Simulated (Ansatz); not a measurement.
`CBB(C)F` + H₂ → `CBBC` + H–F  (hydrogenolysis of a B–F bond)

Isolated molecules relaxed with PBE0-D4/def2-TZVP in Ansatz; ΔE leaves out vibrations. CCSD(T)/CBS is the MP2 limit (def2-TZVPP, def2-QZVPP) plus CCSD(T) − MP2 in def2-TZVPP, frozen cores. This one scheme is used for every species. DFT in def2-TZVPP. B3LYP here is the variant with VWN-RPA as its local correlation; programs differ in this. One conformer a species, not always the lowest.

`CBB(C)F`:

Cartesian coordinates in Å:
```
C 1.036 1.105 1.248
B 1.046 -0.055 0.208
B -0.297 -0.997 -0.197
C -1.395 -0.586 -1.236
F -0.470 -2.175 0.423
H 0.885 2.010 0.635
H 0.229 1.089 1.983
H 1.994 1.258 1.751
H 2.067 -0.221 -0.412
H -1.813 -1.454 -1.755
H -1.062 0.150 -1.971
H -2.221 -0.124 -0.677
```

H₂:

Z-matrix (Å, degrees):
```
H
H 1 0.746
```

`CBBC`:

```xyz
12

C     1.905   -0.119    0.521
B     0.617   -0.822   -0.020
B    -0.943   -0.343    0.222
C    -1.741    0.704   -0.623
H     1.754    0.644    1.286
H     2.665   -0.830    0.859
H     2.352    0.380   -0.354
H     0.793   -1.804   -0.703
H    -1.531   -0.829    1.160
H    -1.796    1.605    0.009
H    -1.294    1.002   -1.572
H    -2.783    0.411   -0.786
```

H–F:

Cartesian coordinates in Å:
```
F -0.032 -0.350 0.297
H 0.032 0.350 -0.297
```

```json
{"level": "PBE-D4", "ΔE (kJ/mol)": "117.0"}
{"level": "r2SCAN-D4", "ΔE (kJ/mol)": "123.1"}
{"level": "PBE0-D4", "ΔE (kJ/mol)": "113.7"}
{"level": "B3LYP-D4", "ΔE (kJ/mol)": "121.3"}
{"level": "B2PLYP", "ΔE (kJ/mol)": "120.7"}
{"level": "B3LYP", "ΔE (kJ/mol)": "119.5"}
{"level": "CCSD/def2-TZVPP", "ΔE (kJ/mol)": "115.5"}
{"level": "HF/CBS(def2)", "ΔE (kJ/mol)": "116.2"}
```

(1) What does CCSD(T)/CBS give? (An estimate is asked.)

Largest T1 diagnostic among the species: 0.012.

## Answers

(1) Computed: +114.4 kJ/mol. The listed levels differ from it by 2.6, 8.7, -0.7, 6.9, 6.3, 5.1, 1.1, 1.8 kJ/mol.

From PBE to PBE0 (25 % exact exchange), in def2-TZVPP and without D4, ΔE moves by −3.1 kJ/mol.
